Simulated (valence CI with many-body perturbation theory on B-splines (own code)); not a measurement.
# Nd XXX: electric-dipole lines

Method: relativistic CI+MBPT: three valence electrons over a frozen Dirac-Fock core [Ar] 3d10, radial functions for each j: 11 s, 11 p, 10 d, 8 f, 5 g, 2 h, with the one-electron correlation potential Σ1 (screened to all orders), the two-electron term Σ2, the three-electron term Σ3, Breit, model QED; selected single and double excitations, second order for the rest, scaled by the run's own slope (own B-spline code, finite nucleus).

The last digits are not significant, and no measured levels were compared; by estimate large intervals hold to a few tenths of a per cent, small ones and those within an open d or f shell to about a per cent.

Lines 201 to 250 of 557 in falling wavelength, among levels below 459.43 eV, chosen from the strongest by gf and those to the six lowest levels. Wavelengths and rates use the calculated energies. Electric multipoles are in the length gauge, E1 and E2 with the static RPA response of the core. Weak lines are less certain than strong ones. Lines between different terms over intervals too small for the method are left out, as are lines whose strength nearly cancels. Where a level lies close to another of its J and parity, the split of strength between their lines is uncertain. The highest levels of a list are the least certain.

Levels are named by their leading jj configuration (3d3/2^4 stands for four electrons in 3d with j = 3/2), which in mixed levels can hold well under half, so a name can repeat and another be missing. Letters in brackets count levels of one name in rising energy.

```tsv
λ vac (Å)	Upper	Lower	A (s⁻¹)	log gf	Branch %
108.4	(4s 4p1/2 4d5/2) J=7/2	(4s 4p1/2 4p3/2) J=5/2	7.22e+10	0.01	93.8
108.3	(4s 4d3/2 4d5/2) J=7/2 [a]	(4s 4p3/2 4d3/2) J=5/2 [a]	5.02e+10	-0.15	12.6
108.2	(4p1/2 4p3/2 4f7/2) J=9/2 [a]	(4p1/2 4p3/2 4d5/2) J=7/2 [b]	2.60e+10	-0.34	9.3
108.2	(4p3/2^2 4f5/2) J=3/2	(4p3/2^2 4d3/2) J=3/2 [b]	5.33e+10	-0.43	11.3
108.2	(4p1/2 4d5/2^2) J=1/2	(4p1/2 4p3/2 4d5/2) J=3/2 [b]	2.03e+11	-0.15	66.3
108.1	(4p1/2 4p3/2 4f7/2) J=7/2 [b]	(4p1/2 4p3/2 4d5/2) J=5/2 [c]	4.01e+10	-0.25	11.8
108.1	(4p1/2 4d3/2 4d5/2) J=5/2 [a]	(4p1/2 4p3/2 4d3/2) J=5/2	6.77e+10	-0.15	40.5
108.1	(4s 4p1/2 4d5/2) J=5/2 [b]	(4s 4p1/2 4p3/2) J=3/2 [b]	1.55e+11	0.21	91.7
108.1	(4s 4d3/2 4d5/2) J=5/2 [c]	(4s 4p3/2 4d3/2) J=5/2 [b]	7.71e+10	-0.09	15.8
108.0	(4s 4p1/2 4d5/2) J=3/2	(4s 4p1/2 4p3/2) J=1/2	1.79e+11	0.10	50.2
108.0	(4p1/2 4p3/2 4d5/2) J=3/2 [b]	(4p1/2 4p3/2^2) J=1/2	9.60e+10	-0.17	41.7
107.8	(4p1/2 4d3/2 4d5/2) J=3/2 [b]	(4p1/2 4p3/2 4d5/2) J=3/2 [a]	8.53e+10	-0.23	24.5
107.8	(4p3/2 4d3/2^2) J=3/2 [b]	(4p3/2^2 4d3/2) J=5/2	7.35e+10	-0.29	11.7
107.7	(4p1/2 4p3/2^2) J=1/2	(4s 4p1/2 4p3/2) J=3/2 [a]	2.31e+09	-2.10	1.4
107.6	(4s 4d5/2^2) J=3/2	(4s 4p3/2 4d5/2) J=5/2 [b]	1.04e+11	-0.14	19.7
107.5	(4s 4d3/2 4d5/2) J=3/2 [b]	(4s 4p3/2 4d3/2) J=3/2 [b]	1.04e+11	-0.14	21.4
107.5	(4p1/2 4d5/2^2) J=7/2	(4p1/2 4p3/2 4d5/2) J=7/2 [a]	4.38e+10	-0.22	26.5
107.3	(4p3/2^2 4d5/2) J=1/2	(4p3/2^3) J=3/2	1.84e+11	-0.20	44.5
107.2	(4p1/2 4p3/2 4d5/2) J=1/2	(4p1/2 4p3/2^2) J=1/2	2.20e+11	-0.12	71.5
107.1	(4p3/2 4d3/2 4d5/2) J=7/2 [d]	(4p3/2^2 4d3/2) J=5/2	2.70e+10	-0.43	7.1
107.1	(4p1/2 4d3/2 4d5/2) J=1/2	(4p1/2 4p3/2 4d3/2) J=1/2 [a]	1.35e+11	-0.33	56.2
107.0	(4s 4p3/2 4f7/2) J=7/2 [a]	(4s 4p3/2 4d5/2) J=7/2 [a]	5.37e+10	-0.13	14.4
106.9	(4s 4d5/2^2) J=1/2	(4s 4p3/2 4d5/2) J=3/2	2.83e+11	-0.01	55.4
106.7	(4p3/2 4d3/2 4d5/2) J=5/2 [c]	(4p3/2^2 4d3/2) J=7/2	3.11e+10	-0.50	5.4
106.7	(4s 4d5/2^2) J=3/2	(4s 4p3/2 4d5/2) J=3/2	1.76e+11	0.08	33.4
106.6	(4p1/2 4p3/2 4d5/2) J=5/2 [b]	(4p1/2 4p3/2^2) J=5/2	4.95e+10	-0.30	13.4
106.4	(4s 4p3/2 4d5/2) J=5/2 [a]	(4s 4p3/2^2) J=5/2	1.79e+11	0.26	95.8
106.4	(4s 4d5/2^2) J=9/2	(4s 4p3/2 4d3/2) J=7/2	3.02e+10	-0.29	10.9
106.4	(4s 4p3/2 4d5/2) J=1/2	(4s 4p3/2^2) J=1/2	2.11e+11	-0.14	65.8
106.3	(4s 4d5/2^2) J=7/2	(4s 4p3/2 4d5/2) J=7/2 [b]	9.13e+10	0.09	28.7
106.3	(4p3/2 4d5/2^2) J=5/2	(4p3/2^2 4d5/2) J=7/2	1.10e+11	0.05	30.9
106.2	(4s 4d3/2 4d5/2) J=1/2	(4s 4p3/2 4d3/2) J=1/2 [b]	2.49e+11	-0.08	36.3
106.2	(4p1/2 4p3/2 4f7/2) J=5/2 [b]	(4p1/2 4p3/2 4d5/2) J=3/2 [b]	8.59e+10	-0.06	39.6
105.9	(4s 4p3/2 4f7/2) J=3/2	(4s 4p3/2 4d5/2) J=1/2	5.64e+10	-0.42	11.8
105.8	(4s 4p1/2 4f7/2) J=7/2 [a]	(4s 4p1/2 4d5/2) J=5/2 [a]	3.41e+10	-0.34	18.0
105.7	(4p1/2 4p3/2 4f7/2) J=7/2 [b]	(4p1/2 4p3/2 4d5/2) J=7/2 [b]	3.07e+10	-0.39	9.1
105.6	(4s 4p1/2 4f7/2) J=7/2 [c]	(4s 4p1/2 4d5/2) J=5/2 [b]	8.47e+10	0.05	35.9
105.5	(4p1/2 4d5/2^2) J=3/2	(4p1/2 4p3/2 4d5/2) J=5/2 [a]	7.16e+10	-0.32	18.2
105.4	(4p1/2 4p3/2 4d5/2) J=7/2 [b]	(4p1/2 4p3/2^2) J=5/2	9.51e+10	0.10	57.8
105.4	(4s 4p1/2 4f7/2) J=5/2	(4s 4p1/2 4d5/2) J=3/2	2.23e+11	0.35	62.4
105.4	(4p3/2 4d3/2 4d5/2) J=7/2 [e]	(4p3/2^2 4d3/2) J=5/2	3.46e+10	-0.34	8.3
105.3	(4s 4p3/2 4f5/2) J=5/2 [a]	(4s 4p3/2 4d5/2) J=5/2 [a]	4.71e+10	-0.33	12.1
105.2	(4p1/2 4p3/2 4f7/2) J=3/2	(4p1/2 4p3/2 4d5/2) J=1/2	1.67e+11	0.04	46.0
105.1	(4p1/2 4p3/2 4d5/2) J=5/2 [c]	(4s 4p1/2 4d3/2) J=3/2 [a]	3.17e+10	-0.50	9.9
105.0	(4p1/2^2 4f7/2) J=7/2	(4p1/2^2 4d5/2) J=5/2	5.64e+10	-0.13	44.8
105.0	(4s 4d5/2^2) J=7/2	(4s 4p3/2 4d5/2) J=7/2 [a]	1.30e+11	0.23	40.7
105.0	(4s 4p1/2 4d5/2) J=3/2	(4s 4p1/2 4p3/2) J=3/2 [b]	8.59e+10	-0.25	24.1
104.8	(4s 4d3/2 4d5/2) J=3/2 [a]	(4s 4p3/2 4d3/2) J=3/2 [a]	7.25e+10	-0.32	14.4
104.8	(4p3/2 4d5/2^2) J=9/2	(4p3/2^2 4d5/2) J=9/2	1.46e+11	0.38	36.6
104.7	(4s 4d3/2 4d5/2) J=5/2 [b]	(4s 4p3/2 4d3/2) J=7/2	5.09e+10	-0.30	9.8
```

Problem. How does gf follow from A for the line at 105.2 Å?

Solution. gf = 1.4992 × (2J+1)_upper × A / σ², with σ = 950962 cm⁻¹ and 2J+1 = 4: gf = 1.11.
